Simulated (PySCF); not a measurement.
SiF2I2, SMILES F[Si](F)(I)I.

The structure is a stationary point at B3LYP-D3(BJ)/def2-SVP. The def2 effective core potentials stand for the cores of I; spin–orbit coupling is left out.

Computed with B3LYP-D3(BJ)/def2-SVP run with PySCF.

Frequencies are harmonic and unscaled.

```csv
mode,ν (cm⁻¹),IR (km/mol),moving atoms (share of kinetic energy)
1,83,0.0,"I 78 %, F 14 %, Si 8 %"
2,162,0.0,F 94 %
3,197,3.1,"F 60 %, Si 34 %"
4,212,9.5,"F 73 %, I 27 %"
5,220,1.3,"F 58 %, I 37 %"
6,363,36.2,"F 54 %, Si 40 %"
7,477,300.7,Si 89 %
8,878,172.1,"F 63 %, Si 37 %"
9,967,108.2,"F 52 %, Si 48 %"
```
